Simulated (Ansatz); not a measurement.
## Redistribution: C2H4FI + CHBr2I → C2H3FI2 + CH2Br2

Species: C2H4FI `FCCI`, singlet; CHBr2I (dibromoiodomethane) `BrC(Br)I`, singlet; C2H3FI2 `FC(I)CI`, singlet; CH2Br2 (dibromomethane) `BrCBr`, singlet. The partners trade H for I; both sit on C, so the bond types are kept.

Shapes, held fixed at every level: PBE0-D4/def2-TZVP. Flexible molecules stand in one conformer, not always the lowest. Programs: Ansatz 0.2.0. The zero-point and thermal change to 298 K, harmonic and unscaled (PBE0-D4/def2-TZVP), is -0.3 kJ/mol.

**Question.** Estimate ΔH(298 K) of this reaction.

**Answer.** The highest level, CCSD(T)/def2-TZVPP, gives ΔH(298 K) = -24.6 kJ/mol; the levels span -31.6 to -24.6. The column of differences is taken from that level and isn't an error. No measured value is set beside it here. For atoms past krypton def2 sets carry core potentials with scalar relativity. Relativity is left out for Br. Outer-core shells of Br, I are correlated in most correlated rows, in sets that cover them unevenly. Times are processor times on shared x86 and Arm servers, and rough.

| level | kind | ΔH(298 K) (kJ/mol) | less CCSD(T)/def2-TZVPP | CPU time (sum over the molecules) |
| --- | --- | --- | --- | --- |
| SPW92/def2-TZVPP | LDA | -31.0 | -6.4 | 15 s |
| B3LYP-D4/def2-TZVPP | global hybrid | -28.0 | -3.4 | 53 s |
| BHLYP-D4/def2-TZVPP | global hybrid | -25.9 | -1.3 | 45 s |
| r2SCAN0-D4/def2-TZVPP | global hybrid | -31.6 | -7.0 | 62 s |
| CCSD/def2-SVP | coupled cluster or CI | -26.0 | -1.4 | – |
| CCSD/def2-TZVPP | coupled cluster or CI | -24.8 | -0.2 | – |
| CCSD(T)/def2-TZVPP | coupled cluster or CI | -24.6 | 0.0 | 32 min |
